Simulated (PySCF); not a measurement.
Computed Raman spectrum (relative Raman activity) of a molecule C5H7N. Coordinates come from a PBE0-D3(BJ)/def2-SVP optimisation. One conformer was computed; it need not be the lowest. Computed with PBE0-D3(BJ)/def2-SVP in PySCF. Harmonic, unscaled wavenumbers; measured fundamentals usually lie a few per cent lower.

```csv
ν (cm⁻¹),relative intensity
528,3.2
654,10
899,2.7
940,3.4
956,2.7
981,2.3
1230,3.8
1263,2.3
1270,12
1327,6.7
1342,4.5
1427,12
1435,7.2
1462,23
1721,26
1752,67
3066,100
3086,84
3108,63
3138,46
3166,58
3174,76
3268,48
```

Identify the compound among the candidates.
A) CC1=NCC=C1
B) C/C=C/CC#N
C) C#CC/C=N/C
D) C=C1C=NCC1

D, C=C1C=NCC1
